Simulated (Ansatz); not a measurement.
Pulling on the As1–H2 bond in AsH3 (SMILES [AsH3]) (multiplicity 1 held, fragments rigid). Energies count from the point at 1.525 Å.
Geometry at that point (charge 0, multiplicity 1):
```xyz
4

As     0.0004     0.0004     0.0708
H     -0.2814     1.2323    -0.7831
H     -0.9371    -0.8619    -0.7681
H      1.2044    -0.3827    -0.7836
```

Signs of static correlation in cc-pVTZ, with CASSCF(2,2), from Ansatz (a first-principles code) runs.

```tsv
R (Å)	T1 of restricted CCSD	⟨S²⟩ of UHF	largest double amplitude of restricted CCSD	weight of the CASSCF reference in MRCISD	CASSCF natural occupations
1.220	0.012	0.000	0.045	0.924	1.99 0.01
1.373	0.012	0.000	0.044	0.923	1.98 0.02
1.525	0.012	0.000	0.043	0.923	1.97 0.03
1.678	0.013	0.000	0.054	0.922	1.96 0.04
1.830	0.015	0.000	0.064	0.922	1.94 0.06
2.059	0.018	0.161	0.121	0.922	1.90 0.10
2.288	0.024	0.574	0.204	0.922	1.83 0.17
2.669	[?]	0.861	0.346	0.923	1.67 0.33
3.050	0.059	0.959	0.496	0.923	1.47 0.53
3.508	[?]	0.999	0.665	0.924	1.27 0.73
4.118	0.095	1.012	0.823	0.924	1.12 0.88
4.881	0.099	1.015	0.917	0.924	1.04 0.96
```

### Question
Complete the blanks.

### Answer

- 2.669, T1 of restricted CCSD: 0.040
- 3.508, T1 of restricted CCSD: 0.079

Doubts at one or more of the structures used: a restricted determinant that unrestricted orbitals would lower (R-CCSD(T)/cc-pVTZ); other coupled-cluster roots lie near (R-CCSD(T)/cc-pVTZ); T1 above 0.05 (R-CCSD(T)/cc-pVTZ, U-CCSD(T)/cc-pVTZ); a spin-contaminated determinant (U-CCSD(T)/cc-pVTZ).
